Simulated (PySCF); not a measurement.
## CaGe⁺ at UHF-CCSD

Computed with UHF-CCSD; PySCF, no relativity, basis sets Ca pcseg-1, Ge pcseg-1.

- state: ⁴Σ⁻ (quartet), unpaired electrons σ ↑, π ↑↑
- bond length: 2.797 Å
- harmonic wavenumber: 233 cm⁻¹
- force constant: 0.831 mdyn/Å
- rotational constant Be: 0.08306 cm⁻¹
- anharmonicity ωexe: 0.953 cm⁻¹
- vibration–rotation constant αe: 0.000390 cm⁻¹
- well depth De to Ca⁺ + Ge: 92 kJ/mol
- dissociation energy D0: 91 kJ/mol

Correlated steps freeze 14 core orbitals. Correlated levels converge slowly with the basis: in double zeta they bind strong bonds too weakly, by up to about 1 eV, and carry superposition errors of some tenths. Spin–orbit coupling is left out. For an ion De counts to the pair picked by the measured ionisation energies or electron affinities, which need not be the lowest pair at this level. The state was picked by a PBE0 search and need not be the measured ground state.
